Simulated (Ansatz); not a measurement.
`[F][Al]([F])[SH]` + CH₃OH → `C[O][Al]([F])[F]` + H₂S at 500 K and 1 bar (ligand exchange at the Al–S bond).

Isolated molecules relaxed with PBE0-D4/def2-TZVP in Ansatz; ΔE leaves out vibrations. CCSD(T)/CBS adds triple-zeta CCSD(T) − MP2 to the extrapolated MP2 energy (def2 sets, frozen cores). This one scheme is used for every species. One conformer a species, not always the lowest.

| species | CCSD(T)/CBS energy (Eh) | H − E (kJ/mol) | S (J/(mol·K)) |
| --- | --- | --- | --- |
| `[F][Al]([F])[SH]` | -840.18239 | 72.6 | 357.9 |
| CH₃OH | -115.61712 | 157.0 | 265.4 |
| `C[O][Al]([F])[F]` | -556.83340 | 165.8 | 399.1 |
| H₂S | -398.97279 | 57.0 | 224.0 |

H − E and S are ideal-gas, rigid-rotor, harmonic terms from PBE0-D4/def2-TZVP, for one conformer and one mirror image of each species. 1 Eh = 2625.50 kJ/mol, R = 8.31446 J/(mol·K).

Task: By hand: ΔE, ΔH, ΔS and ΔG.

Result: ΔE = (-556.83340) + (-398.97279) − (-840.18239) − (-115.61712) = -0.00668 Eh = -17.5 kJ/mol. Δ(H − E) = 165.8 + 57.0 − 72.6 − 157.0 = -6.8, so ΔH = -24.3 kJ/mol. ΔS = 399.1 + 224.0 − 357.9 − 265.4 = -0.2 J/(mol·K). ΔG = -24.3 − 500 × (-0.2)/1000 = -24.2 kJ/mol.

Task: By hand: the equilibrium constant, and the temperature at which ΔG would vanish if ΔH and ΔS stayed fixed.

Result: log₁₀ K = −ΔG/(RT ln 10) = 2.5. ΔG = 0 at ΔH/ΔS = 121500 K, far beyond where these terms or the molecules hold.

The number of gas molecules stays the same, so ΔS is small and ΔH decides. A doubt of 5 kJ/mol in ΔE shifts log₁₀ K by 0.5 here. Other conformers and mirror images would add mixing entropy, several J/(mol·K) or more a flexible species. These are equilibria of isolated gas molecules and say nothing of rates. Largest T1 diagnostic: 0.012 (customary marks: 0.02 for closed shells, 0.045 for open ones).
